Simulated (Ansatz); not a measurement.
This geometry of CH₃ClF₂Ti (8 atoms, charge 0, multiplicity 1) is a first-order saddle point.

All numbers below come from Ansatz, RKS BLYP-D4/def2-SVP.

```xyz
8
Properties=species:S:1:pos:R:3
Ti 0.093 0.550 0.785
Cl 2.208 0.320 1.380
C -0.209 -0.603 -0.907
H 0.741 -1.106 -1.179
F -0.294 2.199 0.336
F -1.009 -0.062 2.003
H -0.540 0.060 -1.733
H -0.991 -1.358 -0.686
```

Task: Which two structures does it join? (They come from a converged band through this point; their orientation in space is the band's.)

Result: No bond is made or broken.  The two ends are copies of one structure, up to a mirror image or an exchange of like atoms.

Initial state:

```xyz
8
Properties=species:S:1:pos:R:3
Ti 0.088 0.522 0.811
Cl 2.041 -0.120 1.614
C -0.195 -0.540 -0.930
H 0.639 -0.319 -1.628
F 0.059 2.213 0.350
F -1.254 0.096 1.855
H -1.162 -0.228 -1.380
H -0.217 -1.624 -0.693
```

Final state:

```xyz
8
Properties=species:S:1:pos:R:3
Ti 0.077 0.497 0.830
Cl 2.238 0.394 1.266
C -0.193 -0.539 -0.929
H 0.145 -1.587 -0.786
F -0.485 2.128 0.514
F -0.907 -0.326 2.024
H 0.401 -0.051 -1.731
H -1.274 -0.517 -1.188
```

Task: How far does it lie above each of them?

Result: 0.039 eV above the first and 0.039 eV above the second. This is the barrier of this one path; another mechanism may lie lower.

The run took 100 s on 2 threads of Intel(R) Xeon(R) Platinum 8488C (Sapphire Rapids), on a shared host, peak memory 0.19 GiB.
